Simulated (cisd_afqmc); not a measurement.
Input (AFQMC/CISD/cc-pV(D+d)Z; cisd_afqmc is a phaseless AFQMC code with CISD trial states that reads the integrals written by Ansatz): A basis named .json is the Basis Set Exchange file of that set.

Ansatz 0.2 input:
```python
import cisd_afqmc

open("ham.yaml", "w").write("""\
crystal:
  periodic: [false, false, false]
  atoms:
    - {symbol: Si, position_ang: [-0.01469801, -0.50408292, -0.01115471]}
    - {symbol: O, position_ang: [-0.14847962, 1.01906834, 0.01640263]}
    - {symbol: H, position_ang: [1.39360918, -1.09538579, 0.02494486]}
basis:
  gaussian:
    orbitals: cc-pV_D+d_Z.json
magnetization: {spin_polarized: true, initial_magnetization: 1}
correlation: {method: ccsd, electrons: outside_noble_gas, hamiltonian_folder: ham}
""")
rep = cisd_afqmc.ansatz("ham.yaml")
e_ccsd = rep["correlation"]["coupled_cluster"]["energy"]["hartree"]
out = cisd_afqmc.run("ham", e_ccsd, trial="CISD", walkers=200, populations=8, threads=8, dt=0.005, steps=40, early=24, settle=10, least=32,
    cut=5e-5, rank_cut=2e-4, target=0.0004, seconds=1500, seed=1, memory=17280, gpu=False)
```

Output:

```
orbitals 36, occupied [6, 5], factors 191 of 429, rank of the doubles 169 of 335
E(HF) = -364.327486
E(CCSD) on the cut factors = -364.611519, shift to the whole factors -0.000010
Energy of the trial state on the determinant = -364.611523
  tau behind 7.2 of longer steps, mean of the populations' last blocks
   2.0  -364.62528
   4.0  -364.62476
   6.0  -364.62292
   8.0  -364.62446
  10.0  -364.62303
  12.0  -364.62211
blocks 496 (0 outliers left out), error by blocks joined: 1: 0.00023, 2: 0.00028, 4: 0.00035, 8: 0.00038, 16: 0.00038
E(AFQMC/CISD) = -364.62329 +/- 0.00038
```
